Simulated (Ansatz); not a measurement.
Results of the Gaussian-basis code of Ansatz.

C₂H₅BrTe (`CC(Br)[TeH]`) at its PBE0-D4/def2-TZVP geometry, where that method's forces vanish. The species carries charge 0 and has multiplicity 1. Te takes the def2 core potential.

| atom | x (Å) | y (Å) | z (Å) |
| --- | --- | --- | --- |
| C1 | 0.4719 | 0.3733 | -0.7973 |
| C2 | -0.4356 | -0.4875 | 0.0377 |
| Br3 | -2.2114 | -0.6057 | -0.7577 |
| Te4 | -0.7439 | 0.2377 | 2.0464 |
| H5 | 0.5663 | -0.0372 | -1.8065 |
| H6 | 1.4663 | 0.4046 | -0.3433 |
| H7 | 0.0946 | 1.3939 | -0.8665 |
| H8 | -0.0931 | -1.5167 | 0.1020 |
| H9 | 0.8850 | 0.2377 | 2.3853 |

Q: For each bond, give half the difference of the two atoms' forces along it (eV/Å; positive pushes the atoms apart) under PBE-D4, r2SCAN-D4, B3LYP-D4, ωB97M-V in def2-TZVPP. (Estimate.)

A: The calculation gave: 
| bond | length (Å) | PBE-D4 | r2SCAN-D4 | B3LYP-D4 | ωB97M-V |
| --- | --- | --- | --- | --- | --- |
| C1–C2 | 1.504 | -0.08 | 0.02 | 0.10 | 0.27 |
| C1–H5 | 1.094 | 0.12 | -0.02 | -0.07 | -0.10 |
| C1–H6 | 1.094 | 0.11 | -0.02 | -0.07 | -0.09 |
| C1–H7 | 1.090 | 0.11 | -0.04 | -0.06 | -0.06 |
| C2–Br3 | 1.949 | 0.25 | 0.23 | 0.33 | 0.03 |
| C2–Te4 | 2.158 | 0.22 | 0.15 | 0.22 | -0.15 |
| C2–H8 | 1.087 | 0.09 | -0.09 | -0.21 | -0.14 |
| Te4–H9 | 1.664 | 0.26 | 0.03 | 0.06 | -0.14 |

B3LYP here is the variant with VWN-RPA as its local correlation; programs differ in this.
